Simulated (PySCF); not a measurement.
**SiF₃: umbrella curve**

Level of theory: Ur2SCAN in PySCF with Si def2-TZVP, F def2-TZVP; no relativity; density-fitted integrals.

Rigid scan from the doublet minimum (Si–F 1.584 Å (×3); F–Si–F 107.8° (×3)). Coordinate: angle between each bond and the threefold axis, bonds fixed. Energies in kJ/mol from the minimum.

```json
{"angle of the bonds to the threefold axis (°)": "55", "E (kJ/mol)": "124.8", "dipole size (D)": "3.30", "⟨S²⟩": "0.75"}
{"angle of the bonds to the threefold axis (°)": "60", "E (kJ/mol)": "46.8", "dipole size (D)": "2.55", "⟨S²⟩": "0.75"}
{"angle of the bonds to the threefold axis (°)": "65", "E (kJ/mol)": "8.4", "dipole size (D)": "1.75", "⟨S²⟩": "0.75"}
{"angle of the bonds to the threefold axis (°)": "70", "E (kJ/mol)": "0.6", "dipole size (D)": "0.92", "⟨S²⟩": "0.75"}
{"angle of the bonds to the threefold axis (°)": "75", "E (kJ/mol)": "18.2", "dipole size (D)": "0.07", "⟨S²⟩": "0.75"}
{"angle of the bonds to the threefold axis (°)": "80", "E (kJ/mol)": "58.4", "dipole size (D)": "0.73", "⟨S²⟩": "0.75"}
{"angle of the bonds to the threefold axis (°)": "85", "E (kJ/mol)": "114.0", "dipole size (D)": "1.21", "⟨S²⟩": "0.75"}
{"angle of the bonds to the threefold axis (°)": "90", "E (kJ/mol)": "147.6", "dipole size (D)": "0.00", "⟨S²⟩": "0.76"}
```

With the bonds held, the planar shape lies 147.6 kJ/mol from the minimum.

Other isomers or separated fragments may lie lower.
